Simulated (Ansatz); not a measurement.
Steps of a relaxation of CH₆OSSi₂ (`O=C([SiH3])S[SiH3]`) with RKS PBE0-D4/def2-TZVP.

```sh
$ ansatz run in.yaml --threads 4 --pin off --events-out ev --progress --plain --max-ram 10444MiB
```

```yaml
crystal:
  periodic: [false, false, false]
  atoms:
    - {symbol: O, position_ang: [-0.910646, 0.036735, 1.091345]}
    - {symbol: C, position_ang: [0.099029, -0.304078, 0.500429]}
    - {symbol: Si, position_ang: [1.441268, -1.498443, 1.246529]}
    - {symbol: S, position_ang: [0.484939, 0.270146, -1.181332]}
    - {symbol: Si, position_ang: [-1.315575, 1.496057, -1.405468]}
    - {symbol: H, position_ang: [2.758509, -0.777290, 1.285094]}
    - {symbol: H, position_ang: [1.558452, -2.704698, 0.358892]}
    - {symbol: H, position_ang: [1.000448, -1.886726, 2.625409]}
    - {symbol: H, position_ang: [-2.547152, 0.646129, -1.329054]}
    - {symbol: H, position_ang: [-1.166259, 2.070350, -2.784558]}
    - {symbol: H, position_ang: [-1.337612, 2.594619, -0.386786]}
basis:
  gaussian: {orbitals: def2-TZVP}
hamiltonian: {xc: pbe0, dispersion: d4}
relax: {f_tol: 0.005, max_steps: 150}
```

Positions (Å) and forces (eV/Å) along the path, 9 of 9 steps:

```xyz
11
step=1 energy=-29760.8460 eV
O    -0.911    0.037    1.091    1.120   -0.354   -0.705
C     0.099   -0.304    0.500   -0.691    0.307    0.251
Si    1.441   -1.498    1.247    0.010   -0.038    0.067
S     0.485    0.270   -1.181   -0.533    0.094    0.490
Si   -1.316    1.496   -1.405    0.088   -0.050   -0.008
H     2.759   -0.777    1.285   -0.310   -0.132   -0.026
H     1.558   -2.705    0.359   -0.051    0.285    0.174
H     1.000   -1.887    2.625    0.085    0.092   -0.302
H    -2.547    0.646   -1.329    0.293    0.177   -0.008
H    -1.166    2.070   -2.785   -0.030   -0.120    0.286
H    -1.338    2.595   -0.387    0.020   -0.262   -0.220
11
step=2 energy=-29760.8906 eV
O    -0.897    0.035    1.076    0.133   -0.043   -0.081
C     0.102   -0.303    0.494   -0.031    0.060   -0.086
Si    1.430   -1.490    1.243   -0.027    0.036   -0.038
S     0.477    0.273   -1.176   -0.118   -0.018    0.190
Si   -1.305    1.485   -1.396    0.057   -0.049    0.027
H     2.728   -0.763    1.272   -0.065   -0.047    0.005
H     1.536   -2.677    0.353    0.000    0.058    0.055
H     0.990   -1.872    2.609    0.023    0.022   -0.075
H    -2.517    0.634   -1.313    0.055    0.056   -0.007
H    -1.161    2.056   -2.762   -0.016   -0.023    0.069
H    -1.318    2.565   -0.379   -0.012   -0.051   -0.059
11
step=3 energy=-29760.8938 eV
O    -0.896    0.040    1.068   -0.068    0.024    0.035
C     0.102   -0.300    0.488    0.121   -0.020   -0.111
Si    1.425   -1.483    1.237   -0.019    0.007    0.009
S     0.480    0.269   -1.174   -0.032   -0.018    0.077
Si   -1.296    1.475   -1.387   -0.019    0.017   -0.010
H     2.721   -0.764    1.270    0.008    0.006   -0.001
H     1.534   -2.670    0.354    0.000   -0.007   -0.007
H     0.984   -1.863    2.597   -0.004   -0.003    0.011
H    -2.511    0.635   -1.307    0.000   -0.015    0.001
H    -1.159    2.048   -2.748    0.003    0.004   -0.012
H    -1.318    2.556   -0.378    0.011    0.003    0.009
11
step=4 energy=-29760.8942 eV
O    -0.895    0.038    1.068   -0.042    0.010    0.037
C     0.104   -0.300    0.487    0.046    0.001   -0.071
Si    1.425   -1.484    1.237   -0.006    0.002    0.006
S     0.477    0.270   -1.172    0.012   -0.016    0.021
Si   -1.298    1.477   -1.388   -0.013    0.004    0.007
H     2.722   -0.765    1.271    0.006    0.001    0.001
H     1.534   -2.671    0.355    0.001   -0.005   -0.003
H     0.983   -1.863    2.598   -0.003    0.001    0.003
H    -2.511    0.633   -1.308   -0.003   -0.001    0.000
H    -1.160    2.050   -2.750    0.003   -0.001   -0.003
H    -1.316    2.557   -0.378   -0.001    0.002    0.002
11
step=5 energy=-29760.8944 eV
O    -0.894    0.039    1.067   -0.010   -0.007    0.008
C     0.105   -0.301    0.484    0.015    0.018   -0.010
Si    1.425   -1.484    1.237   -0.004   -0.006    0.003
S     0.478    0.270   -1.172    0.003   -0.006   -0.006
Si   -1.299    1.477   -1.387   -0.003    0.001    0.006
H     2.722   -0.765    1.271   -0.001   -0.001    0.001
H     1.535   -2.672    0.355    0.002   -0.002    0.002
H     0.981   -1.861    2.598   -0.001    0.002   -0.002
H    -2.511    0.632   -1.307    0.002    0.002    0.000
H    -1.159    2.049   -2.749   -0.001    0.000    0.002
H    -1.317    2.557   -0.376   -0.001   -0.001   -0.003
11
step=6 energy=-29760.8943 eV rejected
O    -0.894    0.037    1.063    0.033    0.005   -0.007
C     0.108   -0.297    0.482   -0.045   -0.029    0.013
Si    1.425   -1.483    1.237    0.009    0.007    0.007
S     0.478    0.269   -1.173    0.004    0.021   -0.014
Si   -1.300    1.477   -1.385    0.002   -0.006    0.000
H     2.723   -0.766    1.273    0.000   -0.005    0.003
H     1.535   -2.672    0.356   -0.002    0.004    0.003
H     0.978   -1.859    2.597   -0.001    0.002   -0.004
H    -2.512    0.632   -1.306    0.003    0.003   -0.001
H    -1.159    2.048   -2.748   -0.004    0.001    0.003
H    -1.317    2.557   -0.375    0.001   -0.004   -0.002
11
step=7 energy=-29760.8944 eV
O    -0.893    0.039    1.065   -0.003   -0.005    0.003
C     0.106   -0.300    0.482    0.006    0.010   -0.004
Si    1.425   -1.484    1.237   -0.002   -0.003    0.002
S     0.478    0.271   -1.173    0.002   -0.003   -0.004
Si   -1.300    1.477   -1.386   -0.002    0.000    0.003
H     2.723   -0.766    1.273    0.000   -0.001    0.001
H     1.535   -2.672    0.356    0.001   -0.001    0.002
H     0.979   -1.860    2.597   -0.002    0.002   -0.002
H    -2.511    0.632   -1.307    0.001    0.001    0.000
H    -1.161    2.049   -2.748   -0.001    0.000    0.001
H    -1.317    2.557   -0.375   -0.001   -0.001   -0.001
11
step=8 energy=-29760.8944 eV
O    -0.890    0.038    1.062   -0.008    0.006   -0.001
C     0.109   -0.299    0.479    0.008   -0.005    0.000
Si    1.425   -1.484    1.237   -0.003    0.005   -0.007
S     0.480    0.272   -1.176   -0.002    0.002   -0.001
Si   -1.300    1.477   -1.385    0.002   -0.002    0.002
H     2.724   -0.768    1.275    0.002   -0.001    0.002
H     1.536   -2.675    0.359    0.001   -0.002    0.002
H     0.973   -1.855    2.596    0.002   -0.003    0.004
H    -2.511    0.630   -1.305    0.000    0.000   -0.001
H    -1.164    2.051   -2.747   -0.001    0.001    0.000
H    -1.317    2.556   -0.373    0.000    0.000    0.000
11
step=9 energy=-29760.8944 eV
O    -0.890    0.039    1.060    0.000    0.000   -0.001
C     0.109   -0.298    0.477    0.001   -0.001    0.000
Si    1.425   -1.483    1.236    0.001   -0.002    0.005
S     0.481    0.274   -1.177    0.001   -0.001    0.000
Si   -1.300    1.477   -1.385   -0.001    0.000    0.004
H     2.725   -0.770    1.275   -0.001    0.000   -0.001
H     1.535   -2.676    0.361    0.000    0.001   -0.001
H     0.973   -1.854    2.597   -0.001    0.002   -0.003
H    -2.509    0.628   -1.304   -0.001    0.000    0.000
H    -1.166    2.052   -2.746    0.001    0.001   -0.002
H    -1.317    2.555   -0.372   -0.001    0.000    0.000
```

Run time 39 s (4 threads of an Arm Neoverse V1 on a shared host); peak host memory 0.62 GiB.
